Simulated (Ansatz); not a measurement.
Z-matrix (Å, degrees):
```
Si
C 1 1.810
N 1 1.717 2 46.7
H 1 1.481 2 119.9 3 -104.9
H 1 1.479 2 125.1 3 96.0
C 2 1.326 1 159.4 3 168.0
H 3 1.008 1 145.8 2 -126.2
H 6 1.081 2 120.3 1 15.5
H 6 1.086 2 121.7 1 -165.1
```

Charge 0, multiplicity 1.

List the r2SCAN/def2-TZVPP orbital energies in eV (the Gaussian-basis code of Ansatz). (Best estimate.)

Ansatz gave: Occupied: -1791.61, -385.53, -273.85, -272.33, -142.03, -96.94, -96.88, -96.85, -24.14, -18.63, -15.78, -13.09, -11.85, -10.76, -10.05, -8.96, -8.28, -7.08, -5.22. Lowest empty: -1.05, -0.16, 0.89, 0.98, 2.22, 2.81, 3.23, 3.59.
